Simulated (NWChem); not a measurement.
Program: NWChem. System: H$_{2}$O$_{4}$W, charge 0, spin multiplicity 1, at a geometry optimised with PBE0/def2-SVP with def2 effective core potentials on W. The structure started from a generated list of species.

Input file:

```
start mol
memory heap 200 mb stack 700 mb global 1700 mb
geometry units angstroms nocenter noautoz
  W      0.000000     0.000000     0.027481
  O     -1.367362    -0.135586     1.035778
  O      1.367362     0.135586     1.035778
  O     -0.165185     1.547834    -1.030055
  H      0.394417     2.330826    -1.062591
  O      0.165185    -1.547834    -1.030055
  H     -0.394417    -2.330826    -1.062591
  symmetry group C2
end
basis spherical
  * library def2-tzvp
end
ecp
  W library def2-ecp
end
basis "ri basis" bse spherical
  * library def2-tzvp-rifit
end
dft
  xc xpbe96 cpbe96
  iterations 100
  direct
  tolerances tight
end
task dft energy
gw
  method cdgw
  states alpha occ 4 vir 2
end
task dft gw
```

The output up to the point where the run's verdict is printed (cleaned and shortened):

```
             Northwest Computational Chemistry Package (NWChem) 7.3.0
             --------------------------------------------------------

                                NWChem Input Module
                                -------------------

 Scaling coordinates for geometry "geometry" by  1.889725989
 (inverse scale =  0.529177249)

 Turning off AUTOSYM since
 SYMMETRY directive was detected!

                             Geometry "geometry" -> ""
                             -------------------------

 Output coordinates in angstroms (scale by  1.889725989 to convert to a.u.)

  No.       Tag          Charge          X              Y              Z
 ---- ---------------- ---------- -------------- -------------- --------------
    1 W                   74.0000     0.00000000     0.00000000     0.02748100
    2 O                    8.0000    -1.36736200    -0.13558600     1.03577800
    3 O                    8.0000     1.36736200     0.13558600     1.03577800
    4 O                    8.0000    -0.16518500     1.54783400    -1.03005500
    5 H                    1.0000     0.39441700     2.33082600    -1.06259100
    6 O                    8.0000     0.16518500    -1.54783400    -1.03005500
    7 H                    1.0000    -0.39441700    -2.33082600    -1.06259100

 Effective nuclear repulsion energy (a.u.)     816.1328594339

            Nuclear Dipole moment (a.u.)
            ----------------------------
        X                 Y               Z
 ---------------- ---------------- ----------------
     0.0000000000    -0.0000000000    -0.0000377945

      Symmetry information
      --------------------

 Group name             C2
 Group number              4
 Group order               2
 No. of unique centers     4

      Symmetry unique atoms

     1    2    4    5


 Summary of "ao basis" -> "" (spherical)
 ------------------------------------------------------------------------------
       Tag                 Description            Shells   Functions and Types
 ---------------- ------------------------------  ------  ---------------------
 *                         def2-tzvp                  on all atoms
[...]
 d= 0,ls=0.5,diis    52   -368.8145753609  2.37D-05  4.18D-05  1.68D-03   156.8
 d= 0,ls=0.5,diis    53   -368.8145120234  6.33D-05  3.72D-05  2.62D-03   159.8
 d= 0,ls=0.5,diis    54   -368.8144891353  2.29D-05  3.53D-05  3.11D-03   162.7
 d= 0,ls=0.5,diis    55   -368.8144897493 -6.14D-07  3.32D-05  3.33D-03   165.6
 d= 0,ls=0.5,diis    56   -368.8145039039 -1.42D-05  4.79D-05  3.45D-03   168.6
 d= 0,ls=0.5,diis    57   -368.8146667156 -1.63D-04  4.08D-05  2.26D-03   171.6
 d= 0,ls=0.5,diis    58   -368.8147756283 -1.09D-04  4.20D-05  1.69D-03   174.6
 d= 0,ls=0.5,diis    59   -368.8148791489 -1.04D-04  3.54D-05  1.17D-03   177.9
 d= 0,ls=0.5,diis    60   -368.8149146895 -3.55D-05  3.29D-05  1.20D-03   181.4
 d= 0,ls=0.5,diis    61   -368.8149503904 -3.57D-05  3.02D-05  1.19D-03   184.4
 d= 0,ls=0.5,diis    62   -368.8149613725 -1.10D-05  2.98D-05  1.35D-03   187.5
 d= 0,ls=0.5,diis    63   -368.8150109084 -4.95D-05  3.02D-05  1.13D-03   190.5
 d= 0,ls=0.5,diis    64   -368.8150547512 -4.38D-05  2.74D-05  9.59D-04   193.6
 d= 0,ls=0.5,diis    65   -368.8150654878 -1.07D-05  2.85D-05  1.08D-03   196.6
 d= 0,ls=0.5,diis    66   -368.8151030636 -3.76D-05  2.82D-05  9.21D-04   199.5
 d= 0,ls=0.5,diis    67   -368.8150773213  2.57D-05  2.54D-05  1.33D-03   202.5
 d= 0,ls=0.5,diis    68   -368.8150752646  2.06D-06  2.46D-05  1.47D-03   205.5
 d= 0,ls=0.5,diis    69   -368.8150660275  9.24D-06  2.39D-05  1.67D-03   208.6
 d= 0,ls=0.5,diis    70   -368.8150716827 -5.66D-06  2.24D-05  1.71D-03   211.7
 d= 0,ls=0.5,diis    71   -368.8150761559 -4.47D-06  2.71D-05  1.77D-03   214.8
 d= 0,ls=0.5,diis    72   -368.8151204656 -4.43D-05  2.39D-05  1.47D-03   217.9
 d= 0,ls=0.5,diis    73   -368.8151332476 -1.28D-05  2.84D-05  1.49D-03   220.9
 d= 0,ls=0.5,diis    74   -368.8151846715 -5.14D-05  3.89D-05  1.15D-03   223.9
 d= 0,ls=0.5,diis    75   -368.8152596406 -7.50D-05  3.81D-05  6.66D-04   227.0
 d= 0,ls=0.5,diis    76   -368.8153284787 -6.88D-05  3.42D-05  2.57D-04   230.1
 d= 0,ls=0.5,diis    77   -368.8153620447 -3.36D-05  2.97D-05  1.51D-04   233.1
 d= 0,ls=0.5,diis    78   -368.8153825214 -2.05D-05  2.70D-05  1.18D-04   236.1
 d= 0,ls=0.5,diis    79   -368.8153962026 -1.37D-05  2.60D-05  1.20D-04   239.2
 d= 0,ls=0.5,diis    80   -368.8154034996 -7.30D-06  2.50D-05  1.61D-04   242.1
 d= 0,ls=0.5,diis    81   -368.8154057245 -2.22D-06  2.36D-05  2.33D-04   245.1
 d= 0,ls=0.5,diis    82   -368.8154027678  2.96D-06  2.24D-05  3.38D-04   248.2
 d= 0,ls=0.5,diis    83   -368.8154026098  1.58D-07  2.12D-05  4.06D-04   251.2
 d= 0,ls=0.5,diis    84   -368.8154012200  1.39D-06  2.27D-05  4.79D-04   254.1
 d= 0,ls=0.5,diis    85   -368.8154168831 -1.57D-05  2.42D-05  3.93D-04   257.0
 d= 0,ls=0.5,diis    86   -368.8154328937 -1.60D-05  2.40D-05  3.18D-04   260.0
 d= 0,ls=0.5,diis    87   -368.8154430676 -1.02D-05  2.57D-05  3.02D-04   262.9
 d= 0,ls=0.5,diis    88   -368.8154602165 -1.71D-05  2.32D-05  2.24D-04   265.8
 d= 0,ls=0.5,diis    89   -368.8154683883 -8.17D-06  1.94D-05  2.15D-04   268.7
 d= 0,ls=0.5,diis    90   -368.8154729846 -4.60D-06  1.92D-05  2.28D-04   271.6
 d= 0,ls=0.5,diis    91   -368.8154854252 -1.24D-05  2.58D-05  1.64D-04   274.6
 d= 0,ls=0.5,diis    92   -368.8155025672 -1.71D-05  2.33D-05  7.17D-05   277.6
 d= 0,ls=0.5,diis    93   -368.8155123113 -9.74D-06  2.34D-05  5.07D-05   280.6
 d= 0,ls=0.5,diis    94   -368.8155195812 -7.27D-06  2.28D-05  4.78D-05   283.6
 d= 0,ls=0.5,diis    95   -368.8155237156 -4.13D-06  2.18D-05  6.60D-05   286.6
 d= 0,ls=0.5,diis    96   -368.8155246591 -9.43D-07  2.15D-05  1.05D-04   289.7
 d= 0,ls=0.5,diis    97   -368.8155269007 -2.24D-06  2.03D-05  1.29D-04   292.8
 d= 0,ls=0.5,diis    98   -368.8155256823  1.22D-06  2.10D-05  1.78D-04   295.8
 d= 0,ls=0.5,diis    99   -368.8155297424 -4.06D-06  2.35D-05  1.78D-04   298.7
 d= 0,ls=0.5,diis   100   -368.8155381808 -8.44D-06  2.30D-05  1.45D-04   301.6
```

The run did not converge; its last values are not results. The next line reads: Calculation failed to converge. NWChem stopped with the message: dft energy failed.
